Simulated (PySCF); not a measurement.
# Nuclear quadrupole coupling in `C=C/C=C(\OC)C(F)F`

Species: C6H8F2O.
Cartesian coordinates in Å at the GFN2-xTB level; atoms count from 1:
```xyz
17
C6H8F2O angstrom
C      2.0195   -0.2907   -2.3181
C      1.0265    0.0472   -1.5009
C      0.8252   -0.5600   -0.2093
C     -0.1843   -0.2394    0.6160
O     -1.1340    0.6648    0.2384
C     -1.8677    1.3516    1.2314
C     -0.3361   -0.9082    1.9631
F      0.1131   -0.1081    2.9753
F      0.3949   -2.0406    2.0401
H      2.7286   -1.0589   -2.0569
H      2.1566    0.1873   -3.2722
H      0.3170    0.8145   -1.7758
H      1.5251   -1.3204    0.1008
H     -2.3800    2.1548    0.7041
H     -2.6152    0.7093    1.7076
H     -1.2161    1.7801    1.9967
H     -1.3801   -1.1712    2.1992
```

Field gradients from the PBE0/pcSseg-1 density (PySCF, non-relativistic), principal values in atomic units, ordered |Vxx| ≤ |Vyy| ≤ |Vzz|:

```csv
atom,Vxx,Vyy,Vzz
O5,-0.2426,-1.7287,1.9712
```

Task: Find the asymmetry η = (Vxx − Vyy)/Vzz and the couplings χ = eQV/h (234.96 MHz × Q in barn × V in au), with Q(17O) = −0.0256 b.

Result: 
| atom | environment | nucleus | η | χzz (MHz) | χxx (MHz) | χyy (MHz) |
| --- | --- | --- | --- | --- | --- | --- |
| O5 | ether oxygen | 17O | 0.75 | -11.86 | 1.46 | 10.40 |

The tensor is traceless: Vxx + Vyy + Vzz = 0.

Task: What is Vzz at O5 in SI units (1 au = 9.71736 × 10²¹ V/m²)?

Result: 1.9712 au = 19.155 × 10²¹ V/m².

Task: And the gradient at the other heavy atoms, for which no coupling is worked out here?

Result: 
| atom | environment | Vzz (au) | η |
| --- | --- | --- | --- |
| C1 | terminal =CH2 carbon | 0.307 | 0.38 |
| C2 | alkene CH carbon | 0.341 | 0.47 |
| C3 | alkene CH carbon | 0.241 | 0.22 |
| C4 | vinylic carbon bearing oxygen | -0.302 | 0.64 |
| C6 | methoxy carbon | 0.449 | 0.11 |
| C7 | CHF2 carbon | -0.524 | 0.73 |
| F8 | fluorine of a CF2 group | 2.952 | 0.14 |
| F9 | fluorine of a CF2 group | 2.988 | 0.07 |

Task: What couplings would deuterons (Q(2H) = 0.00286 b) have in place of the hydrogens, at this geometry?

Result: 
```tsv
atom	bonded to	bond length (Å)	Vzz (au)	η	χzz (kHz)
H10	C1	1.078	0.3357	0.06	226
H11	C1	1.076	0.3396	0.05	228
H12	C2	1.081	0.3231	0.05	217
H13	C3	1.079	0.3259	0.09	219
H14	C6	1.089	0.3033	0.08	204
H15	C6	1.095	0.2927	0.09	197
H16	C6	1.093	0.2903	0.09	195
H17	C7	1.102	0.2652	0.04	178
```

The structure is a single GFN2-xTB conformer in the gas phase; no vibrational or solvent corrections. GFN2-xTB bond lengths can be off by several hundredths of an ångström, more for odd bonds, and the gradients follow them. With a basis this small, the couplings can be 20 % off.
